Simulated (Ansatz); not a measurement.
Basis sets compared for arachno-B4H10 (B4H10). Total charge 0; singlet. Geometry PBE0-D4/def2-SVP. Ansatz on 4 threads of Arm Neoverse V2 on a shared host; times are rough, and most runs start from earlier orbitals.

Cartesian coordinates in Å:
```
B 0.5733 -0.3404 -1.2685
B -0.3977 -0.8955 0.1972
B 0.0892 0.4527 1.3568
B -0.6023 0.7260 -0.3304
H 0.1695 -0.7373 -2.3318
H -1.3875 -1.5699 0.2184
H -0.6780 0.6511 2.2641
H -1.7174 1.0435 -0.6319
H 0.5485 -1.4772 -0.4251
H 0.2316 1.0333 -1.2419
H 0.2297 -0.9550 1.3033
H -0.0871 1.5554 0.4865
H 1.7615 -0.1486 -1.1400
H 1.2667 0.6620 1.5433
```

B3LYP takes the VWN-RPA correlation.

Binding counts from free atoms (B doublet, H doublet) in the same basis, without a counterpoise term.

```json
{"level": "HF/STO-3G", "functions": "30", "energy (Eh)": "-103.1644", "HOMO (eV)": "-11.23", "LUMO (eV)": "8.28", "binding per atom (eV)": "3.70", "wall time": "0.1 s"}
{"level": "HF/6-31G", "functions": "56", "energy (Eh)": "-104.3844", "HOMO (eV)": "-12.07", "LUMO (eV)": "3.80", "binding per atom (eV)": "2.57", "wall time": "0.2 s"}
{"level": "PBE-D4/def2-SVP", "functions": "106", "energy (Eh)": "-105.1100", "HOMO (eV)": "-7.79", "LUMO (eV)": "-0.76", "binding per atom (eV)": "3.49", "wall time": "0.75 s"}
{"level": "PBE-D4/def2-TZVP", "functions": "184", "energy (Eh)": "-105.2252", "HOMO (eV)": "-7.89", "LUMO (eV)": "-0.86", "binding per atom (eV)": "3.48", "wall time": "1.1 s"}
{"level": "r2SCAN-D4/def2-TZVP", "functions": "184", "energy (Eh)": "-105.3359", "HOMO (eV)": "-8.18", "LUMO (eV)": "-0.55", "binding per atom (eV)": "3.48", "wall time": "2.4 s"}
{"level": "B3LYP-D4/6-31G", "functions": "56", "energy (Eh)": "-105.3636", "HOMO (eV)": "-8.88", "LUMO (eV)": "0.21", "binding per atom (eV)": "3.40", "wall time": "0.5 s"}
{"level": "B3LYP-D4/def2-TZVP", "functions": "184", "energy (Eh)": "-105.4437", "HOMO (eV)": "-8.99", "LUMO (eV)": "-0.17", "binding per atom (eV)": "3.43", "wall time": "1.5 s"}
{"level": "PBE0-D4/def2-SVP", "functions": "106", "energy (Eh)": "-105.1545", "HOMO (eV)": "-9.10", "LUMO (eV)": "0.20", "binding per atom (eV)": "3.49", "wall time": "0.75 s"}
{"level": "PBE0-D4/def2-TZVP (with forces)", "functions": "184", "energy (Eh)": "-105.2635", "HOMO (eV)": "-9.15", "LUMO (eV)": "0.09", "binding per atom (eV)": "3.46", "wall time": "2.1 s"}
```

(1) Estimate the rows for PBE-D4/def2-TZVPD, r2SCAN-D4/def2-TZVPD, PBE0-D4/def2-TZVPD.

Answers

(1) 
| level | functions | energy (Eh) | HOMO (eV) | LUMO (eV) | binding per atom (eV) | wall time |
| --- | --- | --- | --- | --- | --- | --- |
| PBE-D4/def2-TZVPD | 238 | -105.2256 | -7.89 | -0.87 | 3.48 | 2 s |
| r2SCAN-D4/def2-TZVPD | 238 | -105.3362 | -8.18 | -0.59 | 3.48 | 3.9 s |
| PBE0-D4/def2-TZVPD | 238 | -105.2638 | -9.15 | -0.04 | 3.46 | 2.3 s |
